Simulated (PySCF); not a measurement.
## Radial density of P²⁺ (phosphorus, charge +2)

B3LYP, [Ne] 3s2 3d1, 2D determinant (an excited configuration). All numbers are calculated (PySCF 2.14, scalar relativity by spin-free X2C-1e, in x2c-QZVPPall with one added diffuse shell each of s, p, d, f type (10s7p5d3f1g, 86 functions)).

```json
{"r (bohr)": "0.00204", "4πr²ρ (e/bohr)": "0.1239", "4πr²(ρα − ρβ)": "0.0000"}
{"r (bohr)": "0.00343", "4πr²ρ (e/bohr)": "0.3263", "4πr²(ρα − ρβ)": "0.0000"}
{"r (bohr)": "0.00577", "4πr²ρ (e/bohr)": "0.8374", "4πr²(ρα − ρβ)": "-0.0001"}
{"r (bohr)": "0.00971", "4πr²ρ (e/bohr)": "2.055", "4πr²(ρα − ρβ)": "-0.0001"}
{"r (bohr)": "0.0163", "4πr²ρ (e/bohr)": "4.674", "4πr²(ρα − ρβ)": "-0.0003"}
{"r (bohr)": "0.0275", "4πr²ρ (e/bohr)": "9.338", "4πr²(ρα − ρβ)": "-0.0006"}
{"r (bohr)": "0.0462", "4πr²ρ (e/bohr)": "14.99", "4πr²(ρα − ρβ)": "-0.0009"}
{"r (bohr)": "0.0777", "4πr²ρ (e/bohr)": "16.94", "4πr²(ρα − ρβ)": "-0.0010"}
{"r (bohr)": "0.131", "4πr²ρ (e/bohr)": "12.48", "4πr²(ρα − ρβ)": "-0.0016"}
{"r (bohr)": "0.220", "4πr²ρ (e/bohr)": "11.63", "4πr²(ρα − ρβ)": "-0.0044"}
{"r (bohr)": "0.370", "4πr²ρ (e/bohr)": "15.94", "4πr²(ρα − ρβ)": "-0.0010"}
{"r (bohr)": "0.622", "4πr²ρ (e/bohr)": "9.078", "4πr²(ρα − ρβ)": "0.0422"}
{"r (bohr)": "1.05", "4πr²ρ (e/bohr)": "2.213", "4πr²(ρα − ρβ)": "0.1518"}
{"r (bohr)": "1.76", "4πr²ρ (e/bohr)": "1.678", "4πr²(ρα − ρβ)": "0.3821"}
{"r (bohr)": "2.96", "4πr²ρ (e/bohr)": "0.4811", "4πr²(ρα − ρβ)": "0.2893"}
{"r (bohr)": "4.98", "4πr²ρ (e/bohr)": "0.04317", "4πr²(ρα − ρβ)": "0.0418"}
{"r (bohr)": "8.37", "4πr²ρ (e/bohr)": "0.0003068", "4πr²(ρα − ρβ)": "0.0003"}
```

Densities and radii are taken from the X2C orbitals without a picture-change correction, which distorts them close to the nucleus.

The outer electron is Rydberg-like, and this basis confines it to a smaller radius and binds it less than a complete one would.

Task: Where is the radial spin density 4πr²(ρα − ρβ) most negative, and why is it negative at all?

Result: Around r = 0.220 bohr, down to -0.0044 e/bohr: exchange with the open shell polarises the paired shells in an unrestricted calculation.
